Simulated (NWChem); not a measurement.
Molecule: 1,1-difluoroethane (C2H4F2); SMILES CC(F)F

```xyz
8

C     -0.1161    -1.3622     0.0000
C      0.3519     0.0633     0.0000
F     -0.1198     0.7099    -1.0922
F     -0.1198     0.7099     1.0922
H     -1.2153    -1.3805     0.0000
H      0.2518    -1.8830    -0.8945
H      0.2518    -1.8830     0.8945
H      1.4529     0.1623     0.0000
```
Atoms are numbered in this order, from 1.

Computed with NWChem. All runs use the structure optimised with PBE0/def2-SVP. Ions are spin-unrestricted doublets at the neutral geometry; other ion states weren't tried.

For level PBE/def2-SVP:

```
Item                                   Result
-------------------------------------  ------
vertical ionisation energy, ΔSCF (eV)   11.54
−ε(HOMO) (eV)                            7.54
```

Problem. What are these values for level PBE0/def2-SVP?

Solution. 
| Item | Result |
|---|---|
| vertical ionisation energy, ΔSCF (eV) | 12.18 |
| −ε(HOMO) (eV) | 9.43 |
